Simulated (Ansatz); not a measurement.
```yaml
crystal:
  periodic: [false, false, false]
  atoms:
    - {symbol: O, position_ang: [1.676859, 0.700026, 0.833801]}
    - {symbol: C, position_ang: [0.546615, 0.285225, 0.272625]}
    - {symbol: C, position_ang: [-0.729570, 0.054863, 0.634099]}
    - {symbol: Si, position_ang: [-0.434978, -0.326512, -1.089269]}
    - {symbol: Cl, position_ang: [-0.281151, -2.246925, -1.792344]}
    - {symbol: H, position_ang: [1.528771, 0.866698, 1.774198]}
    - {symbol: H, position_ang: [-1.317649, 0.122411, 1.541364]}
    - {symbol: H, position_ang: [-0.896696, 0.487214, -2.230275]}
basis:
  gaussian: {orbitals: def2-mTZVP}
magnetization: {spin_polarized: true, initial_magnetization: 3}
hamiltonian: {xc: {name: CAM-B3LYP}, dispersion: d3bjatm}
```

```sh
$ ansatz run in.yaml --threads 2 --pin off --events-out ev --progress --plain --max-ram 4352MiB
```

Shortened log:

```
Error: a molecule whose nuclei and cores have a total charge of 54 cannot have a net charge of 0 together with 3 unpaired electrons
```

Q: What is wrong with this run?

A: The number of unpaired electrons doesn't fit the electron count. The program refused the input.
